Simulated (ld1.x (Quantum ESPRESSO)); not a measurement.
# Cutoff test, Co, TM

ld1.x (Quantum ESPRESSO) 7.5 input, shortened:

```
&input
   title='Co', zed=27., rel=0, dft='PZ', iswitch=3,
   config='[Ar] 3d7 4s2 4p0'
 /
 &inputp
   pseudotype=2, tm=.true., lloc=0,
   nlcc=.true., rcore=1.15
 /
3
4P  2  1   0.00   0.00  3.20  3.20  0.0
3D  3  2   7.00   0.00  1.55  1.55  0.0
4S  1  0   2.00   0.00  2.20  2.20  0.0
 &test
   configts(1)='3d7 4s2 4p0'
 /
```

The pseudo-atom Hamiltonian at the reference potential is diagonalised in spherical Bessel functions j_l(qr) that vanish at 20 bohr, with q² up to the cutoff. All-electron valence levels (Ry): 4p -0.1045, 3d -0.6443, 4s -0.4095.

How do the lowest levels (Ry) of each channel move with the cutoff, and are there ghosts?

| cutoff (Ry) | p #1 | p #2 | d #1 | d #2 | s #1 | s #2 | f #1 | f #2 | Σ f·Δε (mRy) |
| --- | --- | --- | --- | --- | --- | --- | --- | --- | --- |
| 8 | -0.1043 | 0.0485 | 0.0620 | 0.1428 | -0.4058 | 0.0071 | 0.1131 | 0.2398 | 4951.2 |
| 12 | -0.1045 | 0.0484 | 0.0620 | 0.1428 | -0.4069 | 0.0070 | 0.1131 | 0.2398 | 4948.8 |
| 21 | -0.1045 | 0.0484 | 0.0619 | 0.1424 | -0.4090 | 0.0068 | 0.1131 | 0.2398 | 4944.2 |
| 30 | -0.1045 | 0.0484 | 0.0617 | 0.1412 | -0.4094 | 0.0068 | 0.1131 | 0.2398 | 4941.7 |
| 45 | -0.1045 | 0.0484 | 0.0560 | 0.1126 | -0.4095 | 0.0067 | 0.1131 | 0.2398 | 4901.9 |
| 55 | -0.1045 | 0.0484 | -0.2392 | 0.0650 | -0.4095 | 0.0067 | 0.1131 | 0.2398 | 2835.7 |
| 70 | -0.1045 | 0.0484 | -0.5420 | 0.0639 | -0.4095 | 0.0067 | 0.1131 | 0.2398 | 716.1 |
| 100 | -0.1045 | 0.0484 | -0.6411 | 0.0637 | -0.4095 | 0.0067 | 0.1131 | 0.2398 | 21.9 |
| 120 | -0.1045 | 0.0484 | -0.6439 | 0.0637 | -0.4095 | 0.0067 | 0.1131 | 0.2398 | 2.7 |
| 180 | -0.1045 | 0.0484 | -0.6441 | 0.0637 | -0.4095 | 0.0067 | 0.1131 | 0.2398 | 1.0 |
| 230 | -0.1045 | 0.0484 | -0.6443 | 0.0637 | -0.4095 | 0.0067 | 0.1131 | 0.2398 | 0.0 |
| 400 | -0.1045 | 0.0484 | -0.6443 | 0.0637 | -0.4095 | 0.0067 | 0.1131 | 0.2398 | 0.0 |

Result: no extra level below or beside the all-electron valence levels (p, d, s, f tested); 10 mRy is reached at 110 Ry and 1 mRy at 180 Ry.

2 of 9 tests not solved or not reliable.
